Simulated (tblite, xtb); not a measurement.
C4H5, charge -1, singlet, at a GFN2-xTB geometry. Base run: GFN1-xTB (xtb).

Geometry (Å):
```xyz
9

C     -0.0048    -0.0085     0.4273
C     -0.0017    -0.7695    -0.8339
C      0.0203     0.7542    -0.8845
C     -0.0205    -0.1131     1.7333
H     -0.9078    -1.2689    -1.1921
H      0.8975    -1.2943    -1.1724
H      0.9363     1.2260    -1.2514
H     -0.8739     1.2515    -1.2711
H     -0.0116     0.9068     2.2334
```
Charge -1, spin multiplicity 1.
All else is at xtb's defaults.
Base energy -11.21391 Eh.

Programs used: tblite, xtb; a row that names a program was run with it.

Variants of this job, named by their change:

| change | ΔE vs base (kcal/mol) | HOMO-LUMO gap (eV) | G_solv (kcal/mol) | SCF cycles |
|---|---|---|---|---|
| base | 0.000 | 3.95 | - | 9 |
| acc = 0.1 | 0.000 | 3.95 | - | 11 |
| alpb = ether | ___ | 3.96 | ___ | 9 |
| alpb = chcl3 | ___ | 3.97 | ___ | 8 |
| program = tblite; method = gfn1 | 0.000 | - | - | - |
| file = coord | 0.000 | 3.95 | - | 9 |
| program = tblite; method = gfn1; option = (--efield, 0,0,0.1) | ___ | - | - | - |
| etemp = 1000 | 0.000 | 3.95 | - | 9 |
| alpb = thf | ___ | 3.97 | ___ | 9 |
| program = tblite; method = gfn1; option = (--guess, eeq) | 0.000 | - | - | - |
| gbsa = chcl3 | -55.64 | 3.97 | -56.44 | 9 |
| etemp = 3000 | -0.012 | 3.95 | - | 9 |
| acc = 1000 | 0.000 | 3.95 | - | 5 |
| etemp = 5000 | -0.441 | 3.96 | - | 9 |

Q: What belongs in the gaps?

A: 
- alpb = ether, ΔE vs base (kcal/mol): -43.49
- alpb = ether, G_solv (kcal/mol): -43.69
- alpb = chcl3, ΔE vs base (kcal/mol): -51.82
- alpb = chcl3, G_solv (kcal/mol): -52.36
- program = tblite; method = gfn1; option = (--efield, 0,0,0.1), ΔE vs base (kcal/mol): 2.64
- alpb = thf, ΔE vs base (kcal/mol): -48.42
- alpb = thf, G_solv (kcal/mol): -48.74

ALPB and GBSA are two models with their own fitted parameters for each solvent, which aren't always the measured dielectric constant.
